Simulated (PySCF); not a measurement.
Method: PBE-D3(BJ)/def2-TZVP // PBE0-D4/def2-SVP run with PySCF. Isolated molecules, 0 K electronic values unless said otherwise. Excitations are Tamm–Dancoff values on a coarser integration grid. The basis has no diffuse functions, so Rydberg states are missing or too high.

Reference species (SMILES): `[SiH3]c1c(Cl)ccc2ccccc12` (neutral, multiplicity 1).

```
Item                   Result
-------------------  --------
HOMO–LUMO gap         3.28 eV
LUMO                 -2.42 eV
S1 excitation (TDA)   3.98 eV
```

Changed species: `[SiH3]c1cccc2ccc(Cl)cc12`.

Task: Give the shifts of the HOMO–LUMO gap, LUMO and S1 excitation (TDA).

Result: the HOMO–LUMO gap drops by 0.02 eV, to 3.26 eV; the LUMO falls by 0.06 eV, to -2.48 eV; the S1 excitation (TDA) decreases by 0.06 eV, to 3.92 eV.
